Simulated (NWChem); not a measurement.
System: CH5BrGe; SMILES [GeH2]([Br])[CH3]

Here is an NWChem input.

```
start job
memory heap 200 mb stack 900 mb global 1100 mb
geometry units angstroms noautosym nocenter noautoz
  Ge     0.402468    -0.867204     0.000000
  C     -1.281588    -1.865366     0.000000
  Br    -0.109906     1.415963     0.000000
  H      1.245737    -1.131719    -1.275776
  H      1.245737    -1.131719     1.275776
  H     -1.871082    -1.609326     0.900634
  H     -1.070229    -2.953321     0.000000
  H     -1.871082    -1.609326    -0.900634
end
basis spherical
  * library 6-31g*
end
dft
  xc xcamb88 1.00 lyp 0.81 vwn_5 0.19 hfexch 1.00
  cam 0.33 cam_alpha 0.19 cam_beta 0.46
  iterations 150
end
property
  efieldgrad
end
task dft property
```

The geometry was optimised at PBE-D3(BJ)/def2-SVP.

Vzz is the largest principal value of the second derivative of the potential at the nucleus (NWChem prints the opposite sign); η is the asymmetry. Non-relativistic.

Atoms are numbered as in the input.

Problem. What results follow from this input? (CAM-B3LYP/6-31G* (spherical d).) Quantities: Vzz Ge1 (a.u.); η Ge1; Vzz Br3 (a.u.); η Br3.

Solution. 
```yaml
Vzz Ge1 (a.u.): 1.591
"η Ge1": 0.01
Vzz Br3 (a.u.): 4.617
"η Br3": 0.01
```
